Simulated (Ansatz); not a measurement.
System: BO, charge 1, singlet. BO+ (parent SMILES [B]=O, singlet).
B3LYP-D3(BJ)/def2-TZVP minimum from Ansatz (a quantum-chemistry and plane-wave program):
```
B
O 1 1.1884
```
Charge +1, spin multiplicity 1.

Hartree-Fock and CCSD(T) correlation energies in hartree (Ansatz). UHF or UKS for unpaired electrons; spin-orbit terms are left out. Correlated methods leave the cores frozen. No relativity. The T1 diagnostic of BO+ (parent SMILES [B]=O, singlet) reaches 0.055 in the sets run. The spin of BO+ (parent SMILES [B]=O, singlet) was assumed, and the state is the lowest solution found for it.

```
basis    X      E(HF)  E(corr, CCSD(T))
-------  -  ---------  ----------------
cc-pVTZ  3  -99.06729          -0.32688
cc-pVQZ  4  -99.07487          -0.34659
cc-pV5Z  5  -99.07657          withheld
```

Q: Fit E(corr) = E∞ + A/X³ to X = 3 and 4, predict X = 5, and compare with the run.

A: A = (-0.32688 - (-0.34659))/(1/27 - 1/64) = 0.9205; E∞ = -0.34659 - A/64 = -0.36097; at X = 5, E∞ + A/125 = -0.35361. The run gave -0.35358, 0.03 mEh above the prediction. The same form on X = 4 and 5 gives E∞ = -0.36091, 0.06 mEh above the first estimate.
